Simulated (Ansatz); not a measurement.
`BC(B)C` → `BBCC`  (isomerisation)

Computed with Ansatz on PBE0-D4/def2-TZVP structures; ΔE is electronic, products minus reactants. CBS: MP2 limit from def2 TZ/QZ plus the TZ coupled-cluster correction, frozen cores. Functionals use def2-TZVPP. B3LYP here is the variant with VWN-RPA as its local correlation; programs differ in this. Each species was taken in one conformer, which may not be the lowest.

Question: Is it downhill or uphill in electronic energy at CCSD(T)/CBS, and by how much? (Best estimate.)

Answer: Ansatz gave: Uphill: ΔE = +25.3 kJ/mol.

Question: What do these levels give: revPBE-D4, r2SCAN-D4, B3LYP-D4, B2PLYP, PBE, LC-ωPBE, RPA@PBE/def2-TZVPP, MP2/def2-SVP, SCS-MP2/def2-TZVPP, CCSD/def2-TZVPP, CCSD(T)/def2-TZVPP, MP2/def2-QZVPP? (Estimate.)

Answer: The calculation gave: revPBE-D4 17.5, r2SCAN-D4 18.7, B3LYP-D4 18.6, B2PLYP 22.6, PBE 15.2, LC-ωPBE 20.5, RPA@PBE/def2-TZVPP 27.9, MP2/def2-SVP 33.0, SCS-MP2/def2-TZVPP 29.5, CCSD/def2-TZVPP 23.6, CCSD(T)/def2-TZVPP 25.6, MP2/def2-QZVPP 32.5 kJ/mol.

Largest T1 diagnostic among the species: 0.011.

Leaving LDA and LC-ωPBE aside and taking each functional with its dispersion term where it has one, the values, not all of them listed here, spread over 13.6 kJ/mol, from B97M-V to ωB97M-V. LDA lies +5.9 kJ/mol from PBE without D4. In def2-TZVPP, CCSD(T) changes the Hartree–Fock value by +5.8 kJ/mol (the triples alone add +2.0 kJ/mol) and MP2 by +12.8 kJ/mol.
